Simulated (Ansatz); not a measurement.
The cluster Al₆Cu⁻. The state is a singlet with charge -1. Geometry PBE-D4/def2-SVPD.

```xyz
7

Cu   -0.357    1.098    1.055
Al    0.860    1.783   -1.390
Al   -1.698   -0.986    0.856
Al   -1.445    0.640   -1.153
Al    2.143    1.325    0.757
Al    0.929   -0.824   -0.082
Al   -0.432   -3.036   -0.043
```

HSE06 is defined as in plane-wave codes, on full-range PBE exchange. The restricted singlet is unstable towards broken spin symmetry in Hartree–Fock (as tested in another run); at LDA (SPW92)/def2-TZVPD, PBE-D4/def2-TZVPD, r2SCAN-D4/def2-TZVPD, PBE0-D4/def2-TZVPD and others this wasn't settled. Another isomer (singlet) lies 1.42 eV lower at PBE0-D4/def2-TZVPD; other spin states weren't run for this one.

Estimate the orbital energies around the gap (eV) in Ansatz with LDA (SPW92)/def2-TZVPD, PBE-D4/def2-TZVPD, r2SCAN-D4/def2-TZVPD, PBE0-D4/def2-TZVPD, HSE06-D4/def2-TZVPD.


```tsv
orbital	LDA (SPW92)/def2-TZVPD	PBE-D4/def2-TZVPD	r2SCAN-D4/def2-TZVPD	PBE0-D4/def2-TZVPD	HSE06-D4/def2-TZVPD
HOMO−5	-2.82	-2.68	-2.84	-3.73	-3.34
HOMO−4	-2.15	-2.01	-2.15	-2.64	-2.30
HOMO−3	-2.00	-1.87	-1.97	-2.53	-2.18
HOMO−2	-1.07	-0.97	-1.12	-1.56	-1.22
HOMO−1	-0.82	-0.73	-0.86	-1.33	-0.99
HOMO	-0.78	-0.68	-0.81	-1.28	-0.93
LUMO	-0.06	0.06	0.05	0.55	0.22
LUMO+1	0.17	0.30	0.32	0.85	0.51
LUMO+2	0.35	0.46	0.47	0.96	0.63
LUMO+3	0.66	0.77	0.81	1.30	0.97
LUMO+4	1.20	1.33	1.43	1.91	1.57
LUMO+5	1.51	1.64	1.78	2.26	1.91
```
